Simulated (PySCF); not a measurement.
# Two-dimensional NMR puzzle

Compound of formula C4H5BF3NO. Correlations simulated from computed shifts and couplings:

HSQC (one-bond C–H):
```tsv
δH	δC	$^{1}J$(C,H) (Hz)
3.88	27.6	142
```

COSY cross peaks (|J| ≥ 2 Hz):
```tsv
δH	δH	abs. J (Hz)	bonds
3.88	2.28	6.1	5
```

HMBC (two and three bonds, |J| ≥ 2.5 Hz):
```tsv
δH	δC [abs. J in Hz]
3.88	186.2 [7.3], 107.7 [10.9]
2.28	107.7 [9.1]
```

Carbons without hydrogens: δ 186.2, 119.8, 107.7.

[PySCF 2.14: geometry: PBE0-D3(BJ)/def2-SVP; J: B3LYP/pcJ-1 (spin–dipole term only in couplings to heteroatoms); GIAO PBE0/pcSseg-1 shieldings; a single conformation; no solvent model; no relativistic terms; fast rotation and ring inversion assumed for equivalent nuclei]

References, each an isolated molecule treated in the same way: TMS for $^{1}$H, $^{13}$C.

Exchangeable hydrogens are left out of these lists, and C,H couplings along chains are those of one rotamer, so weak HMBC peaks may be missing or extra.

Work out the connectivity.

Results:

SMILES [N+]([BH3-])#CCC(=O)C(F)(F)F.

Mapped SMILES: `[BH3-:1][N+:2]#[C:3][CH2:4][C:5](=[O:6])[C:7]([F:8])([F:9])[F:10]`. Each H is labelled by its parent atom.

1. δC 186.2 is C5, a ketone carbonyl carbon.
2. δC 119.8 is C7, a CF3 carbon.
3. δC 107.7 is C3, a nitrilium-type carbon.
4. δC 27.6 is C4, an sp3 CH2 α to a carbonyl (δH 3.88).
5. HMBC from δH 3.88 reaches the proton-free carbons C5, C3.
6. HMBC from δH 2.28 reaches the proton-free carbon C3.
7. COSY links 3.88–2.28.

The data come from this structure; uniqueness wasn't tested.

Hydrogens on boron are broadened and split by $^{11}$B (spin 3/2, 80 %) and 10B (spin 3). Common functionals overestimate the size of one-bond C–F couplings by tens of Hz; these are unscaled. Shifts are as computed. Against solution values, carbons near 30 ppm lie about +2 ppm off and those near 130 ppm about +5 ppm. Of 1313 compounds with measured shifts, 239 miss one by over three times the rms of a fit or turn the order of signals round; such compounds aren't used in these exercises.
